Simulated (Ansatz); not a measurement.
Reaction (atomization): `CB1NC1(N)N` → B• + 2 C• + 8 H• + 3 N•

Gas-phase electronic energies from Ansatz, PBE0-D4/def2-TZVP geometries. CCSD(T)/CBS is the MP2 limit (def2-TZVPP, def2-QZVPP) plus CCSD(T) − MP2 in def2-TZVPP, frozen cores. This one scheme is used for every species, atoms too. Functionals use def2-TZVPP. B3LYP here is the variant with VWN-RPA as its local correlation; programs differ in this. No spin–orbit coupling; open shells (•) take unrestricted orbitals. Spin–orbit coupling would lower the free atoms: a little for B, C. Each species was taken in one conformer, which may not be the lowest.

```
         level  ΔE (eV)
        PBE-D4    57.24
       PBE0-D4    55.87
      B3LYP-D4    55.66
       ωB97X-V    55.60
          PBE0    55.65
 HF/def2-TZVPP    37.82
MP2/def2-TZVPP    54.43
MP2/def2-QZVPP    55.43
```

Task: What does CCSD(T)/CBS give? (Best estimate.)

Result: The calculation gave: +55.09 eV. The listed levels differ from it by 2.15, 0.78, 0.57, 0.51, 0.56, -17.27, -0.66, 0.34 eV.

Largest T1 diagnostic among the species: 0.014.

In def2-TZVPP, CCSD(T) changes the Hartree–Fock value by +15.58 eV (the triples alone add +0.96 eV) and MP2 by +16.60 eV; breaking electron pairs costs correlation energy, which Hartree–Fock lacks. From PBE to PBE0 (25 % exact exchange), in def2-TZVPP and without D4, ΔE moves by −1.33 eV: exact exchange takes away binding that semilocal exchange gives to molecules.

For atomizations the MP2-based limit and the directly extrapolated one differ by several kJ/mol either way, and by 10 to 25 for some Ge, Se and Sn compounds, so smaller differences from it don't rank the levels.
